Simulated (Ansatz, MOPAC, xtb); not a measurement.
Complex: SiH4 (SMILES [SiH4]) (first 5 atoms) with HI (SMILES I); geometry from B3LYP-D3(BJ)/def2-TZVP.
(charge 0, multiplicity 1):
| atom | x (Å) | y (Å) | z (Å) |
|---|---|---|---|
| Si | -0.4712 | 0.1245 | 0.0126 |
| H | 1.0052 | 0.1071 | -0.0737 |
| H | -0.9277 | -0.9716 | 0.8969 |
| H | -1.0466 | -0.0714 | -1.3386 |
| H | -0.9268 | 1.4215 | 0.5584 |
| I | 0.9681 | 0.3996 | 3.8459 |
| H | 0.0442 | -0.9250 | 3.8341 |

Monomers are frozen at their geometry in the pair; levels with a basis set take the counterpoise correction.

The state that PM6 reach isn't checked.

Programs: Ansatz (an electronic-structure program); MOPAC for PM6 (differences of heats of formation); xtb for the GFN methods. Values without a source in brackets are computed. In def2 rows elements past Kr take small-core potentials, without spin–orbit coupling.

Problem. One of these levels gives -0.27 kcal/mol for the interaction energy. Which one is it?
A. GFN1-xTB
B. PM6
C. PBE/def2-TZVPPD
D. CAM-B3LYP/def2-TZVPPD

Solution. C, PBE/def2-TZVPPD. The others give -1.25 (PM6), -3.80 (GFN1-xTB), 0.11 (CAM-B3LYP/def2-TZVPPD)
